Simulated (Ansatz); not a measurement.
Cost and result up the ladder for Hf3N3 (the lowest doublet isomer of a short search) (6 atoms). Charge 0, multiplicity 2. Geometry: PBE0-D4/def2-SVP.

Cartesian coordinates in Å:
```
Hf -1.419 0.151 -0.161
Hf 1.187 -0.112 -1.275
Hf 0.722 1.037 1.369
N -0.342 -0.663 1.557
N -0.524 0.474 -1.873
N 0.376 -0.887 0.383
```

Ansatz on 4 threads of Arm Neoverse V1 on a shared host. Times are rough, and most runs start from the orbitals of an earlier one. No level here is sound enough to serve as a yardstick. Binding counts from free atoms at the same level (Hf triplet, N quartet; other spins of the atoms weren't run), without zero-point energy or a counterpoise term.

In the def2 sets Hf takes a core potential; there is no spin–orbit coupling. Correlated methods freeze 3 core orbitals; core or outer-core shells of Hf are correlated, in sets that lack core-valence functions. The structure comes from a short search, and lower isomers may exist.

Run but left out: MP2/def2-TZVP, CCSD(T)/def2-SVP (⟨S²⟩ 1.71 to 1.93, where a pure state has 0.75).

Correlated methods converge slowly with the basis.

```json
{"level": "ωB97M-V/def2-TZVP", "functions": "213", "binding energy per atom (eV)": "4.14", "remarks": "spin-contaminated (⟨S²⟩ 0.86)"}
{"level": "r2SCAN-D4/def2-TZVPD", "functions": "240", "binding energy per atom (eV)": "4.43", "remarks": "spin-contaminated (⟨S²⟩ 1.00)"}
{"level": "r2SCAN-D4/def2-TZVP (with forces)", "functions": "213", "binding energy per atom (eV)": "4.43", "remarks": "spin-contaminated (⟨S²⟩ 1.00)"}
{"level": "PBE0-D4/def2-SVP", "functions": "138", "binding energy per atom (eV)": "4.29", "remarks": "–"}
{"level": "PBE0-D4/def2-TZVP", "functions": "213", "binding energy per atom (eV)": "4.37", "remarks": "spin-contaminated (⟨S²⟩ 0.83)"}
{"level": "BLYP-D4/def2-TZVP", "functions": "213", "binding energy per atom (eV)": "4.44", "remarks": "–"}
{"level": "PBE-D4/def2-TZVP", "functions": "213", "binding energy per atom (eV)": "4.77", "remarks": "–"}
{"level": "PBE-D4/def2-TZVPD", "functions": "240", "binding energy per atom (eV)": "4.78", "remarks": "–"}
{"level": "RPA@PBE/def2-TZVP", "functions": "213", "binding energy per atom (eV)": "4.04", "remarks": "–"}
{"level": "PBE0-D4/def2-TZVPD", "functions": "240", "binding energy per atom (eV)": "4.37", "remarks": "spin-contaminated (⟨S²⟩ 0.83)"}
{"level": "PBE-D4/def2-SVP", "functions": "138", "binding energy per atom (eV)": "4.74", "remarks": "–"}
```

Estimate how long each takes.

PBE-D4/def2-SVP 7.5 s; PBE-D4/def2-TZVP 11 s; BLYP-D4/def2-TZVP 11 s; PBE-D4/def2-TZVPD 14 s; RPA@PBE/def2-TZVP 19 s; PBE0-D4/def2-SVP 20 s; r2SCAN-D4/def2-TZVP (with forces) 29 s; PBE0-D4/def2-TZVP 34 s; r2SCAN-D4/def2-TZVPD 36 s; PBE0-D4/def2-TZVPD 40 s; ωB97M-V/def2-TZVP 2.3 min. On shared hardware such times vary by a factor of up to 3.
